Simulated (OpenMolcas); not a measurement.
## Rh3+ in MgO

Rh3+ with its 6 nearest oxide ions at 2.066 Å, on the Mg site of MgO (a = 4.2112 Å, distance in the model lattice 2.106 Å). The rest of the host is ab initio model potentials to 7.6 Å, with orthogonalisation functions on the cations behind the ligands, and point charges beyond; the distance is set by hand and nothing relaxes, and no local charge compensation is placed. Ligand basis ANO-RCC-VDZP.
```
Rh    0.0000    0.0000    0.0000
O     2.0660    0.0000    0.0000
O     0.0000    2.0660    0.0000
O    -2.0660    0.0000    0.0000
O     0.0000   -2.0660    0.0000
O     0.0000    0.0000    2.0660
O     0.0000    0.0000   -2.0660
```

```json
{
 "Program": "OpenMolcas",
 "Method": "SS-CASPT2, IPEA 0.25 Eh, imaginary shift 0.1 Eh (closed shells correlated: 4s 4p and the ligand valence shells)",
 "Basis": "ANO-RCC-VDZP [6s5p3d1f]",
 "Scalar Hamiltonian": "DKH2, point nucleus",
 "Active space": "6 electrons in 5 orbitals (4d)",
 "State averaging": "2S+1 = 5 even, 5 roots; 2S+1 = 3 even, 45 roots; 2S+1 = 1 even, 50 roots",
 "Spin-orbit coupling": "RASSI with atomic mean-field integrals over the reference wave functions"
}
```

The lowest spin-free states (labels of O, the rotations of Oh), above the lowest:

```csv
State,Degeneracy,E (cm-1)
1A1,1,0
2S+1 = 3,3,20870
1T1,3,24120
2S+1 = 3,3,24730
1T2,3,31020
5T2,3,36920
2S+1 = 3,3,45890
2S+1 = 3,3,45900
3E,2,48060
2S+1 = 3,3,48280
2S+1 = 1,3,48470
1E,2,49210
2S+1 = 3,3,49400
2S+1 = 1,1,49730
2S+1 = 1,1,52540
2S+1 = 1,3,53400
2S+1 = 1,3,53940
3A2,1,56860
1E,2,58990
3T1,3,59300
```

The lowest levels with spin-orbit coupling:

```json
{"E (cm-1)": "0", "Degeneracy": "1", "2S+1": "1"}
{"E (cm-1)": "20360", "Degeneracy": "2", "2S+1": "3"}
{"E (cm-1)": "20480", "Degeneracy": "3", "2S+1": "3"}
{"E (cm-1)": "21160", "Degeneracy": "3", "2S+1": "3"}
{"E (cm-1)": "21840", "Degeneracy": "1", "2S+1": "3"}
{"E (cm-1)": "23600", "Degeneracy": "3", "2S+1": "1 (51 %)"}
{"E (cm-1)": "24690", "Degeneracy": "2", "2S+1": "3"}
{"E (cm-1)": "25340", "Degeneracy": "3", "2S+1": "3 (55 %)"}
{"E (cm-1)": "25380", "Degeneracy": "3", "2S+1": "3"}
{"E (cm-1)": "25760", "Degeneracy": "1", "2S+1": "3"}
{"E (cm-1)": "31200", "Degeneracy": "3", "2S+1": "1"}
{"E (cm-1)": "36190", "Degeneracy": "3", "2S+1": "5"}
{"E (cm-1)": "36940", "Degeneracy": "3", "2S+1": "5"}
{"E (cm-1)": "36950", "Degeneracy": "2", "2S+1": "5"}
{"E (cm-1)": "37830", "Degeneracy": "3", "2S+1": "5"}
{"E (cm-1)": "37850", "Degeneracy": "3", "2S+1": "5"}
{"E (cm-1)": "37870", "Degeneracy": "1", "2S+1": "5"}
{"E (cm-1)": "45260", "Degeneracy": "2", "2S+1": "3"}
{"E (cm-1)": "45550", "Degeneracy": "3", "2S+1": "3"}
{"E (cm-1)": "45800", "Degeneracy": "3", "2S+1": "3"}
```

Powder χT (cm3 K/mol): 0 at 2 K, 0 at 10 K, 0.0032 at 50 K, 0.0064 at 100 K, 0.0128 at 200 K, 0.0192 at 300 K. The effective moment at 300 K is 2.828 √(χT) = 0.39 μB.

The lowest level has 2S+1 = 1, for which the spin-only value is χT = S(S+1) / 2 = 0.000 cm3 K/mol (g = 2). The computed 0.019 at 300 K differs by +0.019, through orbital momentum, spin-orbit coupling and any other state in reach.

Roots that are degenerate in the reference are averaged as groups; the widest CASPT2 spread within a group is 2200 cm-1 (the 3-fold group of multiplicity 3 near 59300 cm-1 above the lowest state of its run). Shifts and gaps below about the spread of the groups concerned are not significant. Over all roots computed the reference weight is 0.66 to 0.69; a low but even weight reflects the number of correlated electrons. The least metal-like active orbital is 70 % on the metal (Löwdin) and no ligand orbital is active, so the numbers are rough. Ligand-to-metal charge-transfer states are missing. With no ligand orbital active B as a rule stays too high, so bands that hang on it stand too high and its fall with covalency is understated. With one d shell and no ligand orbital active, 10Dq can be off by a tenth or more. No measured value stands beside these numbers; the geometry was set by hand and not optimised.
